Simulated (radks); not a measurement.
Species: the zirconium ion Zr35+. Configuration: [He] 2s2 2p1 (the NIST ground configuration).

Method: Dirac Kohn-Sham, LB94 model potential, spin-unpolarised, spherical densities, finite nucleus; open shells fill j = l - 1/2 first; Fermi nuclear charge, rms radius 4.2694 fm; computed with a radial shooting solver on a logarithmic mesh with Libxc functionals.

Energy parts (hartree):
part                   energy
kinetic            2261.24872
electron-nucleus  -4511.72787
Hartree             131.89644
(The LB94 potential has no energy functional, so no total or exchange-correlation energy is given.)

Orbitals (lengths in bohr, moments of r in powers of bohr):
orbital  occ.  eigenvalue (hartree)      <r^4>      <r>
1s1/2       2             -762.5941  8.566e-06  0.03685
2s1/2       2             -177.2662   0.001239   0.1525
2p1/2       1             -173.4592  0.0007599   0.1280
2p3/2       0             -169.6512  0.0008340   0.1318

The highest occupied level is 2p1/2 at -4720.1 eV. The density falls to 0.001 e/bohr^3 at r = 0.52 bohr. For comparison, the ionisation energy in NIST's Atomic Spectra Database is 4744 eV (semi-empirical). In exact Kohn-Sham theory the highest level is minus the ionisation energy, but local and semilocal functionals leave it too shallow, through self-interaction and a potential that decays too fast; potentials with the right tail come closer. The electron density at the nucleus is 7.454e+04 e/bohr^3. Summed over all electrons, <r^2> = 0.07808 bohr^2, which gives a Langevin (diamagnetic) susceptibility term of -0.0618 x 10^-6 cm^3/mol.

Beside tabulated values, note that spin-unpolarised runs miss the spin-polarisation part of the exchange energy of open shells.
